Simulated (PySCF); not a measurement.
Compound: para-cyanophenol, C₇H₅NO.
SMILES with atom numbers: `[N:1]#[C:2][c:3]1[cH:4][cH:5][c:6]([OH:7])[cH:8][cH:9]1` (hydrogens: H10 on C4; H11 on C5; H12 on O7; H13 on C8; H14 on C9)

Geometry (GFN2-xTB, Å), atoms numbered from 1 in this order:
```
atom  x, y, z in Å
N1     3.8415   -0.5599   -0.1491
C2     2.7106   -0.3744   -0.1029
C3     1.3177   -0.1508   -0.0459
C4     0.8205    1.1354    0.1778
C5    -0.5382    1.3494    0.2336
C6    -1.4231    0.2838    0.0663
O7    -2.7496    0.5428    0.1284
C8    -0.9272   -0.9985   -0.1575
C9     0.4336   -1.2166   -0.2127
H10    1.5080    1.9578    0.3068
H11   -0.9426    2.3336    0.4067
H12   -3.2578   -0.2682    0.0011
H13   -1.6136   -1.8247   -0.2888
H14    0.8195   -2.2100   -0.3861
```

Computed at B3LYP/pcJ-1 (PySCF, non-relativistic), with Q(14N) = 0.02044 b, Q(17O) = −0.0256 b: N1, 14N (I = 1): χzz = -4.591 MHz, η = 0.168; O7, 17O (I = 5/2): χzz = -10.60 MHz, η = 0.772.

Task: Find the zero-field quadrupole resonance frequencies of 14N at N1.

Result: From ν± = (3/4)|χ|(1 ± η/3) and ν0 = |χ|η/2: ν+ 3.636 MHz, ν− 3.251 MHz, ν0 0.385 MHz (nitrile nitrogen).

Task: Where would the pure quadrupole (NQR) lines of 17O at O7 fall for the rigid, isolated species?

Result: From the eigenvalues of H = χ/[4I(2I − 1)] × [3Iz² − I(I + 1) + η(Ix² − Iy²)], steps between neighbouring levels, labelled as for η = 0: ±1/2↔±3/2 2.399 MHz, ±3/2↔±5/2 2.911 MHz (phenol-type oxygen).

In a crystal, neighbours and librations shift these lines. GFN2-xTB bond lengths can be off by several hundredths of an ångström, more for odd bonds, and the gradients follow them. With so small a basis the couplings can be 20 % off.

These values come from a run that also computed spin–spin couplings. Time: 34 s of wall time. Hardware: one thread of an x86-64 server, on a shared host.

One conformer stands for the species.
